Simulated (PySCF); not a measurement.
An excited-state job on `C[C@@H](F)[Se][SiH3]`.

Method: TDDFT B3LYP/def2-SVPD, vertical, gas phase, core orbitals frozen in the response (PySCF 2.14.0, density-fitted response routines). Geometry: GFN2-xTB. The command runs a driver script over a list of jobs; the input below is this job's line of settings and its coordinates in Å.

Command:
```bash
OMP_NUM_THREADS=1 python probes_run.py task.json out
```

Input:
```
{"job": {"kind": "uv", "xc": "B3LYP", "basis": "def2-SVPD", "nstates": 8, "ntriplets": 3}, "charge": 0, "multiplicity": 1}
C     -1.593248    -0.248463    -0.685324
C     -0.999818    -0.017356     0.684864
F     -0.357137    -1.143450     1.122439
Se     0.306701     1.488724     0.701258
Si     2.152750     0.302784     0.042481
H     -0.810305    -0.487287    -1.402336
H     -2.299108    -1.076884    -0.647293
H     -2.110800     0.651066    -1.008890
H     -1.762489     0.227051     1.432832
H      3.096730     1.343581    -0.341292
H      1.766462    -0.535541    -1.089725
H      2.611460    -0.504911     1.164960
```

Output:
```
coarse grid: 46712 points
cycle   1  E = -2870.8249329929  dE = -6.537e-01  |g| = 5.014e-01  |ddm| = 4.258e+00
cycle   2  E = -2870.7836420968  dE =  4.129e-02  |g| = 7.125e-01  |ddm| = 1.194e+00
cycle   3  E = -2870.8736532422  dE = -9.001e-02  |g| = 9.148e-02  |ddm| = 6.140e-01
cycle   4  E = -2870.8750841820  dE = -1.431e-03  |g| = 2.899e-02  |ddm| = 1.298e-01
cycle   5  E = -2870.8752979495  dE = -2.138e-04  |g| = 6.351e-03  |ddm| = 4.365e-02
cycle   6  E = -2870.8753041605  dE = -6.211e-06  |g| = 8.901e-04  |ddm| = 8.636e-03
final grid: 96624 points
cycle   7  E = -2870.8753027629  dE = -1.136e-07  |g| = 7.971e-04  |ddm| = 5.524e-03
cycle   8  E = -2870.8753027163  dE =  4.666e-08  |g| = 9.089e-04  |ddm| = 2.121e-03
cycle   9  E = -2870.8753028615  dE = -1.452e-07  |g| = 1.328e-04  |ddm| = 1.194e-03
cycle  10  E = -2870.8753028651  dE = -3.612e-09  |g| = 1.970e-05  |ddm| = 1.425e-04
cycle  11  E = -2870.8753028652  dE = -7.776e-11  |g| = 4.534e-06  |ddm| = 2.991e-05
converged SCF energy = -2870.8753028652

Static polarisability (au): isotropic 83.560, principal 71.460 81.184 98.036

Singlet excitations
state   eV       nm        f      main configurations
  1   4.7650    260.2   0.00264   H->L 0.97
  2   5.2153    237.7   0.01455   H->L+1 0.97
  3   5.8461    212.1   0.01827   H->L+2 0.98
  4   6.3122    196.4   0.00559   H->L+3 0.91
  5   6.3508    195.2   0.00657   H->L+4 0.81
  6   6.5830    188.3   0.00596   H->L+5 0.80, H-1->L 0.09
  7   6.7858    182.7   0.03962   H->L+6 0.86
  8   6.8476    181.1   0.02268   H->L+7 0.67, H-1->L 0.15

Triplet excitations (Tamm-Dancoff, eV): 4.3489 4.8279 5.6897
```

The SCF starts on a coarse grid where the log names one; the energy can jump when the final grid takes over, and dE then counts from the start density on the new grid. H and L stand for HOMO and LUMO; the number after each pair is its weight.

Which computed singlet has the largest oscillator strength, and what do all of them sum to?

State 7 at 6.79 eV (183 nm), f = 0.040; the 8 states sum to 0.116.

Give S1 in cm⁻¹ and kJ/mol.

4.7650 eV × 8065.54 = 38432 cm⁻¹; × 96.485 = 459.8 kJ/mol.

Summary of the converged run: HOMO -6.44 eV, LUMO -0.50 eV; lowest singlet 4.76 eV; lowest triplet 4.35 eV (Tamm–Dancoff); mean polarisability 83.6 au.

 The B3LYP/def2-SVPD calculation is non-relativistic and has no spin–orbit coupling, an omission that weighs most on selenium.

Hardware: one thread of an Arm Neoverse N1 (shared host). Cost: 45 s of wall time, 0.73 GiB resident at most.

One conformer stands for the species.
Labels such as C1 count atoms from 1, the log's own numbers from 0.
